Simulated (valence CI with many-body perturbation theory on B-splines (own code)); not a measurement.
**Which ion has this spectrum?**

A relativistic CI+MBPT calculation for an atom or ion with 5 electrons gives these levels (eV):

```
  J  Parity       E     g
1/2     odd     0.0  0.61
1/2    even   311.8  2.00
3/2     odd  2096.5  1.29
3/2    even  2317.3  1.61
5/2    even  2359.5  1.29
1/2    even  2441.8  1.27
3/2    even  2443.4  0.97
3/2     odd  2765.0  1.30
5/2    even  4431.6  1.41
1/2    even  4553.5  1.92
3/2    even  4554.0  1.16
3/2     odd  4805.7  1.43
5/2     odd  4828.1  1.15
1/2     odd  4893.4  0.61
```

The energies are calculated, and their last digits are not significant.

(1) Which is it?
A. Hg75+
B. Pb77+
C. Au74+
D. Pt73+

## Answers

(1) A. Hg75+, ground level (2s^2 2p1/2) J=1/2.
